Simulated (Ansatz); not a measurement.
Bond stretch in BrBe (cation, charge +1), lowest singlet found (which spin is the ground state isn't settled by this scan).

Computed with: RCCSDT(Q) = CCSDT(Q) on RHF/cc-pVDZ, cores with 3d frozen run with Ansatz (a quantum-chemistry and plane-wave program); FCI = full CI/cc-pVDZ, cores with 3d frozen run with Ansatz.

Energies relative to the lowest point of each curve between 1.55 and 2.33 Å, where full CI is lowest, in kJ/mol:

```csv
R / Å,RCCSDT(Q)
1.55,208.8
1.79,12.8
1.89,0.0
1.98,7.1
2.05,20.8
2.13,42.4
2.18,58.0
2.23,74.8
2.43,145.8
2.56,190.1
2.73,240.8
2.90,281.3
```

Problem. Predict the corresponding FCI column.

Solution. 1.55: 208.7; 1.79: 12.8; 1.89: 0.0; 1.98: 7.1; 2.05: 20.9; 2.13: 42.6; 2.18: 58.3; 2.23: 75.1; 2.43: 146.2; 2.56: 190.5; 2.73: 241.0; 2.90: 281.4 (kJ/mol).

The scan ran from 1.55 to 7.40 Å; beyond the distances shown full CI changes its symmetry label.
